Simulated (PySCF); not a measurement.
PBE on Ti⁻ (titanium, charge -1), [Ar] 3d3 4s2, high-spin 4F determinant. All numbers are calculated (PySCF 2.14, scalar relativity by spin-free X2C-1e, in aug-cc-pVQZ-DK (9s8p6d4f3g2h, 140 functions)).

```
cycle= 1 E= -853.51185675206  delta_E= -0.0243  |g|= 0.119  |ddm|= 4.82
cycle= 2 E= -853.469718831063  delta_E= 0.0421  |g|= 0.317  |ddm|= 0.637
cycle= 3 E= -853.511976016357  delta_E= -0.0423  |g|= 0.0833  |ddm|= 0.945
cycle= 4 E= -853.517078661707  delta_E= -0.0051  |g|= 0.0314  |ddm|= 0.181
cycle= 5 E= -853.517891341776  delta_E= -0.000813  |g|= 0.00709  |ddm|= 0.161
cycle= 6 E= -853.517940857595  delta_E= -4.95e-05  |g|= 0.000243  |ddm|= 0.0392
cycle= 7 E= -853.517940952255  delta_E= -9.47e-08  |g|= 0.0001  |ddm|= 0.00403
cycle= 8 E= -853.517940960739  delta_E= -8.48e-09  |g|= 4.36e-06  |ddm|= 0.000749
cycle= 9 E= -853.517940960748  delta_E= -9.09e-12  |g|= 1.51e-06  |ddm|= 4.72e-05
converged SCF energy = -853.517940960748  <S^2> = 3.7781649  2S+1 = 4.0140577
```

Highest occupied orbital energy: 1.800 eV; ⟨L²⟩ = 12.01; populations by l: s 8.00, p 12.00, d 3.00, f 0.00.

(1) Can this result be used?

Results:

(1) With care. Self-consistency was reached. At PBE the highest occupied level has a positive energy, so only the finite basis holds that electron; in a semilocal or global hybrid functional this comes from self-interaction and does not mean that the real anion is unbound.
